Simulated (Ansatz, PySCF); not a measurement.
Ga(Cl)2(OMe) (CH₃Cl₂GaO), SMILES [Cl][Ga]([Cl])[O]C. Atoms are numbered in the order given.

```xyz
8

Ga    -0.0712     0.1192     0.0000
Cl    -0.5397     2.1845     0.0000
Cl     1.9524    -0.5535     0.0000
O     -1.3810    -1.0558     0.0000
C     -1.2040    -2.4496     0.0000
H     -1.6841    -2.8868    -0.8919
H     -1.6841    -2.8868     0.8919
H     -0.1425    -2.7554     0.0000
```
Charge 0, spin multiplicity 1.

The structure is a stationary point at PBE0-D3(BJ)/def2-SVP. The structure was generated by enumeration; whether it is a known compound was not checked. Other conformers were not sampled.

Two levels are set side by side: PBE-D3(BJ)/def2-SVP (Ansatz, a quantum-chemistry and plane-wave program) and PBE0-D3(BJ)/def2-SVP (Ansatz). Each level has its own optimised geometry; the coordinates shown are those of the second. Frequencies come from the Hessian of PySCF at each geometry. Differences are taken from unrounded values.

| quantity | PBE0-D3(BJ) |
|---|---|
| mean bond length (Å) | 1.532 |
| bond Ga1–Cl2 (Å) | 2.118 |
| bond Ga1–Cl3 (Å) | 2.132 |
| bond Ga1–O4 (Å) | 1.760 |
| bond O4–C5 (Å) | 1.405 |
| bond C5–H6 (Å) | 1.103 |
| bond C5–H7 (Å) | 1.103 |
| bond C5–H8 (Å) | 1.105 |
| highest harmonic wavenumber (cm⁻¹) | 3119 |
| mean harmonic wavenumber (cm⁻¹) | 1086 |
| zero-point energy (kcal/mol) | 27.96 |

Task: What does PBE-D3(BJ) give, and how far is it from PBE0-D3(BJ)? (An estimate is asked for; the answer gives what the named calculation found.)

Result: 
| quantity | PBE-D3(BJ) | PBE-D3(BJ) minus PBE0-D3(BJ) |
|---|---|---|
| mean bond length (Å) | 1.547 | 0.015 |
| bond Ga1–Cl2 (Å) | 2.135 | 0.018 |
| bond Ga1–Cl3 (Å) | 2.152 | 0.020 |
| bond Ga1–O4 (Å) | 1.783 | 0.024 |
| bond O4–C5 (Å) | 1.421 | 0.016 |
| bond C5–H6 (Å) | 1.112 | 0.009 |
| bond C5–H7 (Å) | 1.112 | 0.009 |
| bond C5–H8 (Å) | 1.113 | 0.008 |
| highest harmonic wavenumber (cm⁻¹) | 3019 | -100 |
| mean harmonic wavenumber (cm⁻¹) | 1046 | -40 |
| zero-point energy (kcal/mol) | 26.93 | -1.03 |

Exact exchange shortens and stiffens bonds; PBE has none. Differences between two approximate levels are no errors against the true value.
